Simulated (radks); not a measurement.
Values are calculated unless marked as measured or tabulated.
Ionisation of the platinum ion Pt+, [Xe] 4f14 5d9, to Pt2+, [Xe] 4f14 5d8, under several functionals. Scalar-relativistic Kohn-Sham, spin-unpolarised, spherical densities, finite nucleus; a radial shooting solver on a logarithmic mesh with Libxc functionals.

functional                                      E(Pt+) (hartree)  Exc (hartree)  IE (eV)  -e(HOMO) (eV)  <r> HOMO (bohr)  IE error (eV)
LDA (Slater exchange, Perdew-Wang correlation)       -18399.0662      -343.6782   20.260         14.593            1.647         +1.700
BLYP                                                 -18410.3385      -354.8987   19.878         14.229            1.653         +1.318
LDA (Slater exchange, VWN5 correlation)              -18399.0991      -343.7116   20.264         14.597            1.647         +1.704
SOGGA                                                -18403.5916      -348.1895   19.886         14.222            1.644         +1.326
TASK exchange with Perdew-Wang LDA correlation       -18409.2612      -351.8083   19.922         14.185            1.607         +1.362
HCTH/407                                             -18419.9436      -364.9757   20.280         14.565            1.631         +1.720

NIST Atomic Spectra Database: 18.6 eV (measured). Closest: BLYP. The Delta-SCF values span 0.40 eV, the total energies 20.88 hartree. The highest occupied level is 5d. Spin polarisation and multiplet splitting are left out, so open shells lie too high by an amount that depends on their filling. Spin-orbit splitting is averaged out at the scalar-relativistic level.

Beside tabulated values, note that spin-unpolarised runs miss the spin-polarisation part of the exchange energy of open shells.
